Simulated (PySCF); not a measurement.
HCl₃OTi (SMILES [OH][Ti]([Cl])([Cl])[Cl]), singlet, at a GFN2-xTB geometry (such geometries of metal compounds can be far from the true shape); MN15/3-21G (PySCF).

PySCF was given this input:
```python
from pyscf import gto, scf, dft

mol = gto.Mole()
mol.atom = '''
    Ti   -0.318983    0.164223    0.016657
    Cl    1.286542    1.400771   -0.628028
    Cl    0.369420   -0.633381    1.863900
    Cl   -0.240474   -1.496128   -1.309787
    O    -1.799289    0.926331    0.093956
    H    -2.651354    1.365001    0.138450
'''
mol.basis = '3-21g'
mol.charge = 0
mol.spin = 0
mol.verbose = 4
mol.build()

mf = dft.RKS(mol)
mf.xc = 'mn15'
mf.kernel()
```

Question: Predict the main parts of the log of this PySCF run.

Answer: 
```
PySCF version 2.14.0

[INPUT] verbose = 4
[INPUT] num. atoms = 6
[INPUT] num. electrons = 82
[INPUT] charge = 0
[INPUT] spin (= nelec alpha-beta = 2S) = 0
[INPUT] symmetry False subgroup None
[INPUT] Mole.unit = angstrom
[INPUT] Symbol           X                Y                Z      unit          X                Y                Z       unit  Magmom
[INPUT]  1 Ti    -0.318983000000   0.164223000000   0.016657000000 AA   -0.602790508392   0.310336493354   0.031477168057 Bohr   0.0
[INPUT]  2 Cl     1.286542000000   1.400771000000  -0.628028000000 AA    2.431212027750   2.647073553233  -1.186800918558 Bohr   0.0
[INPUT]  3 Cl     0.369420000000  -0.633381000000   1.863900000000 AA    0.698102624937  -1.196916622503   3.522260523577 Bohr   0.0
[INPUT]  4 Cl    -0.240474000000  -1.496128000000  -1.309787000000 AA   -0.454430000079  -2.827272167293  -2.475138711516 Bohr   0.0
[INPUT]  5 O     -1.799289000000   0.926331000000   0.093956000000 AA   -3.400163428943   1.750511890694   0.177551107760 Bohr   0.0
[INPUT]  6 H     -2.651354000000   1.365001000000   0.138450000000 AA   -5.010332919270   2.579478049757   0.261632581946 Bohr   0.0

nuclear repulsion = 555.184688193299
number of shells = 39
number of NR pGTOs = 153
number of NR cGTOs = 77
basis = 3-21g
ecp = {}

******** <class 'pyscf.dft.rks.RKS'> ********
method = RKS
initial guess = minao
damping factor = 0
level_shift factor = 0
DIIS = <class 'pyscf.scf.diis.CDIIS'>
diis_start_cycle = 1
diis_space = 8
diis_damp = 0
SCF conv_tol = 1e-09
SCF conv_tol_grad = None
SCF max_cycles = 50
direct_scf = True
direct_scf_tol = 1e-13
XC library pyscf.dft.libxc version 7.1.2
    S. Lehtola, C. Steigemann, M. J. T. Oliveira, and M. A. L. Marques,  SoftwareX 7, 1–5 (2018)
XC functionals = mn15
    H. S. Yu, X. He, S. L. Li, and D. G. Truhlar,  Chem. Sci. 7, 5032–5051 (2016)
    H. S. Yu, X. He, S. L. Li, and D. G. Truhlar,  Chem. Sci. 7, 5032–5051 (2016)
radial grids:
    Treutler-Ahlrichs [JCP 102, 346 (1995); DOI:10.1063/1.469408] (M4) radial grids

becke partition: Becke, JCP 88, 2547 (1988); DOI:10.1063/1.454033
pruning grids: <function nwchem_prune>
grids dens level: 3
symmetrized grids: False
atomic radii adjust function: <function treutler_atomic_radii_adjust>
small_rho_cutoff = 0
Set gradient conv threshold to 3.16228e-05
Initial guess from minao.
tot grids = 101440
init E= -2292.38974667189
  HOMO = -0.42427484769494  LUMO = -0.127542176917553  gap/eV = 8.07451
cycle= 1 E= -2293.15304680425  delta_E= -0.763  |g|= 1.01  |ddm|= 2.65
  HOMO = -0.334219541203193  LUMO = -0.288236546982064  gap/eV = 1.25126
cycle= 2 E= -2286.43399043166  delta_E= 6.72  |g|= 6.45  |ddm|= 3.37
  HOMO = -0.332758220010942  LUMO = -0.144611710965896  gap/eV = 5.11973
cycle= 3 E= -2293.26263049713  delta_E= -6.83  |g|= 0.936  |ddm|=  2.3
  HOMO = -0.363341037458322  LUMO = -0.1230766563797  gap/eV = 6.53793
cycle= 4 E= -2293.43189301968  delta_E= -0.169  |g|= 0.193  |ddm|= 0.479
  HOMO = -0.364640809554548  LUMO = -0.0967134774695294  gap/eV = 7.29067
cycle= 5 E= -2293.44115390361  delta_E= -0.00926  |g|= 0.0653  |ddm|= 0.151
  HOMO = -0.362040292760916  LUMO = -0.0956648260389256  gap/eV = 7.24845
cycle= 6 E= -2293.4418840142  delta_E= -0.00073  |g|= 0.0147  |ddm|= 0.0529
  HOMO = -0.364169224548606  LUMO = -0.0983903677863384  gap/eV = 7.23221
cycle= 7 E= -2293.44193529549  delta_E= -5.13e-05  |g|= 0.000853  |ddm|= 0.0144
  HOMO = -0.3641374810974  LUMO = -0.098153006606829  gap/eV = 7.23781
cycle= 8 E= -2293.44193564216  delta_E= -3.47e-07  |g|= 0.000428  |ddm|= 0.00177
  HOMO = -0.364146922730042  LUMO = -0.0982088084137861  gap/eV = 7.23654
cycle= 9 E= -2293.44193571418  delta_E= -7.2e-08  |g|= 5.14e-05  |ddm|= 0.000548
  HOMO = -0.364145767518765  LUMO = -0.098198597939954  gap/eV = 7.23679
cycle= 10 E= -2293.44193571539  delta_E= -1.22e-09  |g|= 2.35e-05  |ddm|= 9.31e-05
  HOMO = -0.364145851636128  LUMO = -0.0981985684508197  gap/eV = 7.23679
cycle= 11 E= -2293.44193571554  delta_E= -1.48e-10  |g|= 1.12e-05  |ddm|= 2.78e-05
  HOMO = -0.364145835754999  LUMO = -0.0982032550851165  gap/eV = 7.23667
Extra cycle  E= -2293.44193571536  delta_E= 1.79e-10  |g|= 2.81e-05  |ddm|= 3.13e-05
converged SCF energy = -2293.44193571536
```
